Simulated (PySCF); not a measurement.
Al(Me)2(vinyl) (C4H9Al), SMILES C=[CH][Al]([CH3])[CH3].

Geometry: B3LYP-D3(BJ)/def2-SVP. The structure was generated by enumeration; whether it is a known compound was not checked. One conformer was computed; it need not be the lowest.

Two levels are set side by side: PBE/def2-TZVP (PySCF) and HF/def2-TZVP (PySCF). Same geometry, gas phase. Differences are taken from unrounded values.

| quantity | HF | PBE | PBE minus HF |
|---|---|---|---|
| orbital gap (eV) | 12.01 | 4.38 | -7.64 |
| highest occupied level (eV) | -10.05 | -6.33 | 3.73 |
| lowest empty level (eV) | 1.96 | -1.95 | -3.91 |
| dipole moment (D) | 0.13 | 0.05 | -0.08 |
| mean polarisability (bohr³) | 71.0 | 77.4 | 6.5 |

Without exact exchange PBE keeps part of each electron's self-repulsion, which lifts occupied levels and narrows the gap. PBE's more diffuse valence density responds more strongly to a field. Differences between two approximate levels are no errors against the true value.

Rough cost on one machine, each run with all the roots and properties that it gave: HF against PBE about 1/4.
